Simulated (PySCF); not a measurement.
From one molecule to another.

First species: C7H11F3O.
SMILES with atom numbers: `[CH3:1][C:2]([CH3:3])([CH3:4])[O:5][CH2:6][C:7]([F:8])=[C:9]([F:10])[F:11]` (hydrogens: H12, H13, H14 on C1; H15, H16, H17 on C3; H18, H19, H20 on C4; H21, H22 on C6)

Second species: t-cyanovinylacetylene, C5H3N.
SMILES: `C#C/C=C/C#N`

Levels: PBE0/pcSseg-1 for dipole moment, HOMO energy, LUMO energy and HOMO–LUMO gap; GFN2-xTB for rotational constant A and rotational constant C. Geometries: GFN2-xTB. Each structure is a single optimised conformer of the isolated species, non-relativistic unless stated. Electronic properties by PySCF.

The conformers computed, where there is a choice (atom-mapped SMILES and torsion angles):
- `[CH3:1][C:2]([CH3:3])([CH3:4])[O:5][CH2:6][C:7]([F:8])=[C:9]([F:10])[F:11]`: C1–C2–O5–C6 171°, C2–O5–C6–C7 75°, O5–C6–C7–F8 -118°

(1) Which of the two has the higher LUMO energy, and by how much?

(2) Which has the higher rotational constant C?

(3) Which has the higher HOMO energy?

(4) Which of the two has the higher HOMO–LUMO gap, and by how much?

(5) Which of the two has the higher dipole moment, and by how much?

(6) Which has the higher rotational constant A?

Results:

(1) The first: 0.27 eV against -2.46 eV, a difference of 2.73 eV.

(2) The second: 1.455 GHz against 0.604 GHz, a difference of 0.851 GHz.

(3) The first: -7.29 eV against -7.83 eV, a difference of 0.54 eV.

(4) The first: 7.56 eV against 5.37 eV, a difference of 2.19 eV.

(5) The second: 4.11 D against 1.76 D, a difference of 2.35 D.

(6) The second: 46.316 GHz against 1.778 GHz, a difference of 44.538 GHz.

On the first: The dipole equals about 5.9 × 10⁻³⁰ C·m (1 D = 3.33564 × 10⁻³⁰ C·m).

On the second: A dipole of 4.11 D is allowed in Cs, and pure rotational transitions are dipole-allowed. The dipole equals about 13.7 × 10⁻³⁰ C·m (1 D = 3.33564 × 10⁻³⁰ C·m).
